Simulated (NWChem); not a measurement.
Species: GaBr3; SMILES [Br][Ga]([Br])[Br]

```xyz
4

Ga     0.0000     0.0000     0.0000
Br     2.1240    -0.8406     0.0000
Br    -1.7900    -1.4191     0.0000
Br    -0.3340     2.2597     0.0000
```
Atoms are numbered in this order, from 1.

Results from NWChem. Pople sets run with spherical d functions. Geometry: optimised at PBE-D3(BJ)/def2-SVP. Vzz is the largest principal value of the second derivative of the potential at the nucleus (NWChem prints the opposite sign); η is the asymmetry. Non-relativistic.

| level | Vzz Ga1 (a.u.) | η Ga1 | Vzz Br4 (a.u.) | η Br4 |
|---|---|---|---|---|
| PBE0/def2-SVP | 1.436 | 0.00 | 4.387 | 0.22 |
| PBE0/6-31G* | 1.462 | 0.00 | 4.386 | 0.22 |
| Hartree-Fock/def2-TZVP | 2.285 | 0.00 | 3.978 | 0.24 |
| Hartree-Fock/def2-SVP | 1.793 | 0.00 | 3.959 | 0.22 |
